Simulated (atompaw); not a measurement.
Reading a pseudo-wave (palladium (Pd))

Columns: radius, all-electron u(r) and pseudo u(r) of the 5s shell (level -7.28 eV) of palladium in the configuration [Kr] 4d9.5 5s0 5p0; LDA (PW92), scalar-relativistic, PAW (atompaw) scheme, atompaw 4.2.0.5.

```csv
r (bohr),all-electron,pseudo
0.115,-0.1007,0.0460
0.231,0.1482,0.0921
0.346,0.1403,0.1374
0.462,-0.0384,0.1824
0.577,-0.2003,0.2261
0.692,-0.2779,0.2687
0.808,-0.2717,0.3103
0.923,-0.2063,0.3499
1.038,-0.1079,0.3878
1.154,0.0046,0.4240
1.269,0.1163,0.4577
1.385,0.2212,0.4892
1.500,0.3138,0.5180
1.615,0.3935,0.5440
1.731,0.4606,0.5673
1.846,0.5146,0.5874
1.962,0.5574,0.6045
2.077,0.5895,0.6181
2.192,0.6124,0.6284
2.308,0.6274,0.6353
2.423,0.6354,0.6386
2.538,0.6375,0.6384
2.654,0.6346,0.6347
2.769,0.6275,0.6275
2.885,0.6167,0.6167
3.000,0.6032,0.6032
```

Task: How many radial nodes do the two functions have?

Result: The all-electron 5s function has n − l − 1 = 4 (the table is too coarse to show those close to the nucleus); the pseudo-wave has 0, since the states of the same l below it are removed with the core.

Task: At about which radius was the pseudo-wave matched?

Result: 2.75 bohr, where the columns begin to agree (steps of 0.12 bohr).

Task: Is the pseudo-wave norm-conserving?

Result: No, it belongs to a PAW set: the norm inside the radius is not constrained, and the difference is carried by the augmentation charge.
